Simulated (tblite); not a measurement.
A tight-binding relaxation on `[CH2]([GeH2][Ge@@H]([CH2]C)[SiH3])Cl`.

Computed with GFN2-xTB geometry optimisation, gas phase (tblite 0.8.0). Start geometry: from a force field or distance geometry. A driver script takes a list of jobs; this job's settings line and coordinates (Å) are shown.

Command:
```bash
OMP_NUM_THREADS=1 python probes_run.py task.json out
```

Input:
```
{"job": {"kind": "relax", "xc": "GFN2-xTB", "basis": "xTB"}, "charge": 0, "multiplicity": 1}
C     -2.159300    -0.350600     1.297000
C     -1.329100     0.794500     0.732800
Ge    -0.507300     0.273700    -0.951800
Si     0.700800     2.066900    -1.790400
Ge     0.940500    -1.589900    -0.604300
C      1.933400    -1.333400     1.035500
Cl     2.979400     0.104400     0.888000
H     -1.528400    -1.236000     1.488400
H     -2.625400    -0.036600     2.258100
H     -2.978600    -0.612900     0.585900
H     -0.521400     1.043300     1.461000
H     -1.965600     1.681400     0.584100
H     -1.628000    -0.105000    -1.960100
H     -0.201400     3.182700    -2.058600
H      1.373800     1.662000    -3.021000
H      1.700200     2.471800    -0.775100
H      0.092100    -2.874600    -0.487800
H      1.919200    -1.718900    -1.806600
H      2.566100    -2.223100     1.237000
H      1.233800    -1.189100     1.885000
```

Output:
```
step      E/eV     max force
  0    -630.47820    1.380
  1    -630.57964    0.726
  2    -630.63449    0.514
  3    -630.65846    0.487
  4    -630.68626    0.344
  5    -630.70195    0.289
  6    -630.71674    0.335
  7    -630.73022    0.372
  8    -630.74440    0.292
  9    -630.75499    0.248
... (76 lines left out)
 86    -630.80937    0.032
 87    -630.80950    0.030
 88    -630.80960    0.024
 89    -630.80966    0.016
 90    -630.80971    0.015
 91    -630.80974    0.019
 92    -630.80978    0.016
 93    -630.80982    0.011
 94    -630.80984    0.010
 95    -630.80986    0.009
```

«max force» is the largest atomic force in eV/Å.

Q: From which step on does the largest force stay under 0.1 eV/Å, and how much energy is left to gain from there?

A: From step 24 (0.073 eV/Å), 18.8 meV above the end.

Summary of the converged run: energy lowered by 7.6 kcal/mol over 95 steps; largest atomic force 0.009 eV/Å at the end.
Labels such as C1 count atoms from 1, the log's own numbers from 0.
